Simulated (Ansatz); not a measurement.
Reaction (atomization): `O[SiH](F)[SiH2][SiH3]` → F• + 7 H• + O• + 3 Si•

Isolated molecules relaxed with PBE0-D4/def2-TZVP in Ansatz; ΔE leaves out vibrations. CBS: MP2 limit from def2 TZ/QZ plus the TZ coupled-cluster correction, frozen cores. This one scheme is used for every species, atoms too. Open shells (•) are unrestricted, without spin–orbit coupling. Spin–orbit coupling would lower the free atoms: a little for F, O, Si. Each species was taken in one conformer, which may not be the lowest.

| species | CCSD(T)/CBS(def2) energy (Eh) |
| --- | --- |
| `O[SiH](F)[SiH2][SiH3]` | -1046.52114 |
| F• | -99.66871 |
| H• | -0.50000 |
| O• | -75.00631 |
| Si• | -288.94402 |

Work out ΔE.

ΔE = 7 × (-0.50000) + 3 × (-288.94402) + (-99.66871) + (-75.00631) − (-1046.52114) = 1.51406 Eh = +3975.2 kJ/mol.

Largest T1 diagnostic among the species: 0.013.

From r2SCAN to r2SCAN0 (25 % exact exchange), in def2-TZVPP and without D4, ΔE moves by −55.5 kJ/mol: exact exchange takes away binding that semilocal exchange gives to molecules. The D4 term adds +44.4 kJ/mol with B3LYP and +23.6 kJ/mol with PBE0; it sums over pairs of atoms, weighted by their polarisabilities, and B3LYP, whose exchange is more repulsive, gets the larger term.

B3LYP here is the variant with VWN-RPA as its local correlation; programs differ in this.

For atomizations the MP2-based limit and the directly extrapolated one differ by several kJ/mol either way, and by 10 to 25 for some Ge, Se and Sn compounds, so smaller differences from it don't rank the levels.
